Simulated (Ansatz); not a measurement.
Basis sets compared for B(OMe2)H3 (C2H9BO). The state is a singlet with charge 0. Geometry PBE-D4/def2-SVP. Ansatz on 4 threads of Arm Neoverse V2 on a shared host; times are rough, and most runs start from earlier orbitals.

```xyz
13

B    -1.406    0.628    0.108
O     0.090    0.136   -0.391
C     0.204   -1.288   -0.548
C     1.167    0.710    0.369
H    -0.630   -1.599   -1.200
H     0.117   -1.793    0.438
H     1.179   -1.522   -1.022
H     1.144    0.334    1.414
H     2.129    0.453   -0.118
H     1.006    1.801    0.363
H    -1.329    1.851    0.062
H    -1.514    0.163    1.246
H    -2.158    0.126   -0.721
```

B3LYP takes the VWN-RPA correlation.

Binding counts from free atoms (B doublet, O triplet, C triplet, H doublet) in the same basis, without a counterpoise term.

```csv
level,functions,energy (Eh),HOMO (eV),LUMO (eV),binding per atom (eV),wall time
PBE-D4/def2-SVP,101,-181.2756,-6.24,0.13,3.75,0.65 s
B3LYP-D4/6-31G,54,-181.6270,-7.32,1.23,3.61,0.55 s
PBE0-D4/def2-SVP,101,-181.3055,-7.67,1.12,3.70,0.75 s
```

(1) Estimate the rows for PBE-D4/def2-TZVP (with forces), B3LYP-D4/def2-TZVP, PBE0-D4/def2-TZVP.

Results:

(1) 
```json
{"level": "PBE-D4/def2-TZVP (with forces)", "functions": "178", "energy (Eh)": "-181.4829", "HOMO (eV)": "-6.42", "LUMO (eV)": "-0.28", "binding per atom (eV)": "3.71", "wall time": "10 s"}
{"level": "B3LYP-D4/def2-TZVP", "functions": "178", "energy (Eh)": "-181.7556", "HOMO (eV)": "-7.62", "LUMO (eV)": "0.35", "binding per atom (eV)": "3.68", "wall time": "1.2 s"}
{"level": "PBE0-D4/def2-TZVP", "functions": "178", "energy (Eh)": "-181.5082", "HOMO (eV)": "-7.80", "LUMO (eV)": "0.65", "binding per atom (eV)": "3.67", "wall time": "4.4 s"}
```
